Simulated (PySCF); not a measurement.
WF₂H₄, SMILES [WH4]([F])[F], multiplicity 1.

Coordinates come from a PBE0-D3(BJ)/def2-TZVP optimisation. The geometry has at least one imaginary mode, so it is a saddle point at that level. The spin state was assumed, not searched. The structure was generated by enumeration; whether it is a known compound was not checked. The def2 effective core potentials stand for the cores of W; spin–orbit coupling is left out.

Two levels are set side by side: PBE/def2-TZVPD (PySCF) and r2SCAN/def2-TZVPD (PySCF). Same geometry, gas phase. Differences are taken from unrounded values.

```tsv
quantity	r2SCAN
orbital gap (eV)	2.85
highest occupied level (eV)	-7.12
lowest empty level (eV)	-4.27
dipole moment (D)	0.25
mean polarisability (bohr³)	50.5
```

**Question.** What does PBE give, and how far is it from r2SCAN? (Estimate from the structure and the level; the computed values follow.)

**Answer.** 
| quantity | PBE | PBE minus r2SCAN |
|---|---|---|
| orbital gap (eV) | 2.39 | -0.46 |
| highest occupied level (eV) | -6.79 | 0.33 |
| lowest empty level (eV) | -4.40 | -0.12 |
| dipole moment (D) | 0.18 | -0.07 |
| mean polarisability (bohr³) | 52.2 | 1.6 |

Rough cost on one machine, each run with all the roots and properties that it gave: r2SCAN against PBE about 4 times.
